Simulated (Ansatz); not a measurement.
`[OH][GaH2]` + `O[SiH3]` → `[SiH3][O][GaH2]` + H₂O at 500 K and 1 bar (ligand exchange at a Ga–O bond).

Computed with Ansatz on PBE0-D4/def2-TZVP structures; ΔE is electronic, products minus reactants. CBS: MP2 limit from def2 TZ/QZ plus the TZ coupled-cluster correction, frozen cores. This one scheme is used for every species. For Ga outer-core shells are correlated without core-valence functions, which leaves a few kJ/mol of doubt a bond. Scalar relativity is left out up to krypton.

```json
{"species": "`[OH][GaH2]`", "CCSD(T)/CBS energy (Eh)": "-2000.92981", "H − E (kJ/mol)": "96.0", "S (J/(mol·K))": "296.8"}
{"species": "`O[SiH3]`", "CCSD(T)/CBS energy (Eh)": "-366.69042", "H − E (kJ/mol)": "127.5", "S (J/(mol·K))": "292.9"}
{"species": "`[SiH3][O][GaH2]`", "CCSD(T)/CBS energy (Eh)": "-2291.24790", "H − E (kJ/mol)": "151.4", "S (J/(mol·K))": "384.6"}
{"species": "H₂O", "CCSD(T)/CBS energy (Eh)": "-76.37941", "H − E (kJ/mol)": "73.2", "S (J/(mol·K))": "206.3"}
```

H − E and S are ideal-gas, rigid-rotor, harmonic terms from PBE0-D4/def2-TZVP. 1 Eh = 2625.50 kJ/mol, R = 8.31446 J/(mol·K).

Problem. By hand: ΔE, ΔH, ΔS and ΔG.

Solution. ΔE = (-2291.24790) + (-76.37941) − (-2000.92981) − (-366.69042) = -0.00708 Eh = -18.6 kJ/mol. Δ(H − E) = 151.4 + 73.2 − 96.0 − 127.5 = 1.1, so ΔH = -17.5 kJ/mol. ΔS = 384.6 + 206.3 − 296.8 − 292.9 = 1.2 J/(mol·K). ΔG = -17.5 − 500 × (1.2)/1000 = -18.1 kJ/mol.

Problem. By hand: the equilibrium constant, and the temperature at which ΔG would vanish if ΔH and ΔS stayed fixed.

Solution. log₁₀ K = −ΔG/(RT ln 10) = 1.9. ΔH and −TΔS have one sign here, so there is no such temperature.

The number of gas molecules stays the same, so ΔS is small and ΔH decides. A doubt of 5 kJ/mol in ΔE shifts log₁₀ K by 0.5 here. These are equilibria of isolated gas molecules and say nothing of rates. Largest T1 diagnostic: 0.015 (customary marks: 0.02 for closed shells, 0.045 for open ones).

ΔS is within the doubt of such terms, so its sign, and with it that verdict, could turn.
